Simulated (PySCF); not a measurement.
GeSe, SMILES [Ge]=[Se] (connectivity only; charge and spin as stated), neutral, multiplicity 1. Atoms are numbered in the order given.

```xyz
2

Ge     0.0000     0.0000    -1.1026
Se     0.0000     0.0000     1.0377
```
Charge 0, spin multiplicity 1.

Coordinates come from a PBE0-D3(BJ)/def2-TZVP optimisation.

Computed with PBE0/pcSseg-2 in PySCF.

GIAO shieldings, no solvent; atoms alike by connectivity are averaged. δ = σ(ref) − σ: ⁷³Ge against GeH4 (σ = 1662.5 ppm); ⁷⁷Se against Me2Se (σ = 1739.2 ppm), references at their B3LYP-D3(BJ)/def2-TZVP geometries, non-relativistic.

Question: Estimate the chemical shifts. (An estimate is asked for; the answer gives what the named calculation found.)

Answer: 
```tsv
nucleus	atoms	count	δ (ppm)
⁷³Ge	Ge1	1	1560.9
⁷⁷Se	Se2	1	1652.9
```
